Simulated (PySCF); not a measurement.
## Eu: ionisation energy

Eu [Xe] 4f7 6s2 (8S) → Eu⁺ [Xe] 4f7 6s1 (9S), as a difference of total energies. Calculation: PySCF 2.14, in x2c-TZVPPall (11s7p7d4f2g, 113 functions); scalar relativity by spin-free X2C-1e. Correlated levels: valence: [Kr] 4d10 frozen; valence and next inner shell: [Ar] 3d10 frozen. The calculations carry no spin-orbit coupling.

```json
{"method": "UHF", "ionisation energy (eV)": "4.630"}
{"method": "LDA", "ionisation energy (eV)": "5.797"}
{"method": "PBE", "ionisation energy (eV)": "5.578"}
{"method": "PBE0", "ionisation energy (eV)": "5.487"}
{"method": "r2SCAN", "ionisation energy (eV)": "5.238"}
{"method": "MP2 (valence)", "ionisation energy (eV)": "5.528"}
{"method": "SCS-MP2 (valence)", "ionisation energy (eV)": "5.591"}
{"method": "MP2 (valence and next inner shell)", "ionisation energy (eV)": "5.554"}
{"method": "SCS-MP2 (valence and next inner shell)", "ionisation energy (eV)": "5.596"}
```

How much does correlation contribute at MP2 (valence and next inner shell)?

5.554 − (4.630) = 0.924 eV, measured against UHF.

Errors of the correlated levels include the incompleteness of this basis and the frozen core.

For comparison: 5.670 eV (measured; NIST Atomic Spectra Database, ionization energies).
